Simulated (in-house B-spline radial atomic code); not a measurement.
Mn²⁺. Computed with a B-spline radial atomic code. Model: all-electron spherical atom, spin shells full or empty, radial basis limit, no spin-orbit coupling, Breit or QED, empty-state partial waves extrapolated as (l+1/2)^-4, RPA, G0W0 and static COHSEX of the highest shell as one setting changes (uncorrelated shells keep exact exchange).

Given: element Mn; charge 2; filled core Ar; hamiltonian one-electron scalar X2C; mean-field start HSE06; highest l of empty states 9; nuclear rms radius 3.7057 fm; highest mean-field shell 3d up.

Shell: 3d 5 0 (electrons up and down).

```csv
lowest nl shells left uncorrelated,RPA correlation energy (hartree),G0W0 level (eV),G0W0 minus most complete (meV),COHSEX level (eV),linearised minus solved G0W0 (meV)
0,-1.5297,-33.728,0,-37.553,-71.8
1,?,?,?,?,?
2,?,?,?,?,?
3,-0.78424,-33.618,109.7,-37.479,-68.7
4,-0.62024,-33.623,105,-37.299,-70.1
5,-0.16121,-33.654,74.4,-36.312,-80.5
```

What follows for lowest nl shells left uncorrelated = 1?

RPA correlation energy -1.3868 hartree; G0W0 level -33.728 eV; G0W0 minus most complete 0.3 meV; COHSEX level -37.552 eV; linearised minus solved G0W0 -71.8 meV.

What follows for lowest nl shells left uncorrelated = 2?

RPA correlation energy -1.2248 hartree; G0W0 level -33.703 eV; G0W0 minus most complete 24.7 meV; COHSEX level -37.523 eV; linearised minus solved G0W0 -71.1 meV.
